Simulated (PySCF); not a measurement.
Atom-mapped SMILES (the numbers label the heavy atoms): `[CH3:1][C:2]#[C:3][Si@H:4]([CH3:5])[SiH:6]([SiH3:7])[SiH3:8]`. Each H is labelled by its parent atom.

- coordinates at the PBE0-D3(BJ)/def2-SVP level
- PBE0/pcSseg-1 with gauge-including orbitals
- program: PySCF 2.14
- no relativistic terms, no solvent model, a single conformation, fast rotation and ring inversion assumed for equivalent nuclei

Q: List the cross peaks expected in HSQC, COSY and HMBC spectra.

A: 

HSQC (one-bond C–H):
| δH | δC |
| --- | --- |
| 1.97 (H(C1)) | 6.1 (C1) |
| 0.41 (H(C5)) | -2.9 (C5) |

COSY cross peaks (H two or three bonds apart, from the bond graph; peaks can be absent where the dihedral angle is near 90°):
| δH | δH |
| --- | --- |
| 4.58 (H(Si4)) | 3.04 (H(Si6)) |
| 4.58 (H(Si4)) | 0.41 (H(C5)) |
| 3.68 (H(Si7)) | 3.04 (H(Si6)) |
| 3.68 (H(Si8)) | 3.04 (H(Si6)) |

HMBC (two and three bonds, from the bond graph):
| δH | δC |
| --- | --- |
| 4.58 (H(Si4)) | 118.1 (C2), 82.6 (C3), -2.9 (C5) |
| 3.04 (H(Si6)) | 82.6 (C3), -2.9 (C5) |
| 1.97 (H(C1)) | 118.1 (C2), 82.6 (C3) |
| 0.41 (H(C5)) | 82.6 (C3) |

Chemical shifts δ = σref − σ; ¹H, ¹³C vs TMS, all at this level.

Shifts are as computed. Against solution values, carbons near 30 ppm lie about +2 ppm off and those near 130 ppm about +5 ppm. Of 1309 compounds with measured shifts, 239 miss one by over three times the rms of a fit or turn the order of signals round; such compounds aren't used in these exercises.
